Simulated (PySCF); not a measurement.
## Electron correlation in Ar³⁺ (argon, charge +3)

[Ne] 3s2 3p3, high-spin 4S determinant. All numbers are calculated (PySCF 2.14, scalar relativity by spin-free X2C-1e, in x2c-TZVPall (5s5p2d1f, 37 functions)). Frozen: [Ne]; 5 electrons correlated.

MP2 pair energies summed by pair of shells (mhartree):

| pair | energy | share (%) |
| --- | --- | --- |
| 3s-3p | -65.68 | 66.8 |
| 3p-3p | -23.26 | 23.7 |
| 3s-3s | -9.39 | 9.5 |

Total MP2 correlation energy: -98.33 mhartree.

Same-spin part -26.22 and opposite-spin part -72.10 mhartree; SCS-MP2 scales them by 1/3 and 6/5 to -95.26 mhartree.

```csv
level,correlation energy (mhartree)
CCSD,-121.17
(T),-3.06
CCSD(T),-124.23
```

Diagnostics: T1 = 0.0022, D1 = 0.0057, largest double amplitude 0.063.

Cost of the coupled-cluster step: 0.39 s of wall time on 1 thread of AMD EPYC 7R43 64-Core Processor (shared host), for 5 correlated electrons.

Iterations:

```
CC2 = 0
CCSD nocc = (np.int64(4), np.int64(1)), nmo = (32, 32)
frozen orbitals [[0, 1, 2, 3, 4], [0, 1, 2, 3, 4]]
max_cycle = 100
direct = 0
conv_tol = 1e-08
conv_tol_normt = 1e-06
diis_space = 8
diis_start_cycle = 0
Init t2, MP2 energy = -0.0983254066624269
Init E_corr(UCCSD) = -0.0983254066631048
cycle = 1  E_corr(UCCSD) = -0.116059782305527  dE = -0.0177343756  norm(t1,t2) = 0.0372911
cycle = 2  E_corr(UCCSD) = -0.11977667164327  dE = -0.00371688934  norm(t1,t2) = 0.0103534
cycle = 3  E_corr(UCCSD) = -0.121188090363469  dE = -0.00141141872  norm(t1,t2) = 0.00352534
cycle = 4  E_corr(UCCSD) = -0.121166041584976  dE = 2.20487785e-05  norm(t1,t2) = 0.000418833
cycle = 5  E_corr(UCCSD) = -0.121165485646422  dE = 5.55938554e-07  norm(t1,t2) = 2.59905e-05
cycle = 6  E_corr(UCCSD) = -0.121165167359451  dE = 3.18286971e-07  norm(t1,t2) = 1.61362e-06
cycle = 7  E_corr(UCCSD) = -0.121165243256871  dE = -7.58974196e-08  norm(t1,t2) = 2.5277e-07
cycle = 8  E_corr(UCCSD) = -0.121165231580732  dE = 1.16761382e-08  norm(t1,t2) = 5.19584e-08
cycle = 9  E_corr(UCCSD) = -0.121165228930819  dE = 2.64991293e-09  norm(t1,t2) = 2.3177e-08
UCCSD converged
E(UCCSD) = -525.7847328888173  E_corr = -0.1211652289308194
UCCSD(T) correction = -0.00306004889560615
```
